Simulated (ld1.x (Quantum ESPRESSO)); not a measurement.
Cu, TM: configuration errors across variants

copper (Cu), norm-conserving Troullier–Martins (Kleinman–Bylander form), made with ld1.x (Quantum ESPRESSO) 7.5 (PBE, fully relativistic). Core [Ne], reference 3s2 3p6 3d9.5 4s0 4p0 (charge +1.5). Waves: 3p (bound): rc 1.15 bohr; 3d (bound): rc 1.50 bohr; 3s (bound): rc 0.95 bohr. Local part: the s channel. Core correction: none.

Open shells are filled in proportion to 2j + 1 (rel_dist='average').

All-electron excitation energies from the reference (eV): (1) 3s2 3p6 3d10 4s1 4p0 -16.817; (2) 3s2 3p6 3d10 4s0 4p0 -8.668; (3) 3s2 3p6 3d9 4s0 4p0 12.665; (4) 3s2 3p6 3d10 4s0.5 4p0 -13.654; (5) 3s2 3p6 3d9 4s1 4p1 -10.006; (6) 3s2 3p6 3d7 4s0 4p0 111.392; (7) 3s2 3p6 3d9 4s2 4p0 -14.846.

Errors AE − PS in meV (a dash: test not solved or not reliable):

| change | (1) | (2) | (3) | (4) | (5) | (6) | (7) | bound ghosts |
| --- | --- | --- | --- | --- | --- | --- | --- | --- |
| base | +273 | -1.3 | +0.4 | +157 | +460 | +314 | +741 | none |
| wave 3p (bound): rc 1.15 bohr becomes 3p (bound): rc 0.72 bohr | +273 | -1.2 | +0.5 | +157 | +455 | +312 | +742 | not determined |
| wave 3p (bound): rc 1.15 bohr becomes 3p (bound): rc 1.00 bohr | +273 | -1.3 | +0.5 | +157 | +460 | +314 | +741 | not determined |
| wave 3p (bound): rc 1.15 bohr becomes 3p (bound): rc 1.14 bohr | +273 | -1.3 | +0.4 | +157 | +460 | +314 | +741 | not determined |
| wave 3p (bound): rc 1.15 bohr becomes 3p (bound): rc 1.26 bohr | +273 | -1.3 | +0.4 | +157 | +454 | +310 | +741 | none |
| wave 3p (bound): rc 1.15 bohr becomes 3p (bound): rc 1.36 bohr | +273 | -1.3 | +0.3 | +157 | +444 | +303 | +741 | none |
| wave 3p (bound): rc 1.15 bohr becomes 3p (bound): rc 1.44 bohr | +273 | -1.4 | +0.2 | +157 | +432 | +294 | +741 | none |
| wave 3p (bound): rc 1.15 bohr becomes 3p (bound): rc 1.62 bohr | +273 | -1.6 | -0.4 | +157 | +384 | +260 | +740 | none |
| wave 3p (bound): rc 1.15 bohr becomes 3p (bound): rc 1.70 bohr | +273 | -1.8 | -0.7 | +157 | +356 | +242 | +740 | none |

**Question.** Give the same row for: wave 3p (bound): rc 1.15 bohr becomes 3p (bound): rc 0.88 bohr.

**Answer.** +273, -1.3, +0.4, +157, +457, +313, +741; bound ghosts: not determined.
